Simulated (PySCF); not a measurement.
These 3 structures share the formula C7H11FO. Theory: PBE0-D3(BJ)/def2-SVP geometry optimisation, gas phase in PySCF. One conformer each; no zero-point energy, no entropy. No frequencies were run at this level. Point groups hold within 0.08 Å.

**Question.** Order them by energy at this level, lowest first, and give relative energies in kJ/mol.
A. `[O:1]=[C:2]([F:3])[CH:4]1[CH2:5][CH2:6][CH2:7][CH2:8][CH2:9]1` with O1–C2–C4–C5 135°, C2–C4–C5–C6 -72°, C4–C5–C6–C7 -56°, C5–C6–C7–C8 56°, C6–C7–C8–C9 -55°
B. `[CH3:1][C:2](=[O:3])[C@H:4]([CH3:5])/[C:6]([CH3:7])=[CH:8]\[F:9]` with C1–C2–C4–C5 -147°, C2–C4–C6–C7 79°
C. `[CH:1]#[C:2][CH2:3][C@@:4]([CH3:5])([CH2:6][F:7])[O:8][CH3:9]` with C2–C3–C4–C5 -59°, C3–C4–C6–F7 48°, C3–C4–O8–C9 -67°

**Answer.** A (0.0), B (154.6), C (354.8).

As drawn, the lowest has a C=O bond, which the highest lacks; the highest has a C≡C bond, which the lowest lacks.

| SMILES | E (Eh) | E rel (kJ/mol) | dipole (D) | point group | A, B, C (MHz) |
| --- | --- | --- | --- | --- | --- |
| O=C(F)C1CCCCC1 | -447.65540 | 0.0 | 2.82 | C1 | 2533, 1368, 1128 |
| CC(=O)[C@H](C)/C(C)=C\F | -447.59653 | 154.6 | 1.62 | C1 | 1880, 1359, 1058 |
| C#CC[C@@](C)(CF)OC | -447.52026 | 354.8 | 0.62 | C1 | 2254, 1217, 1065 |
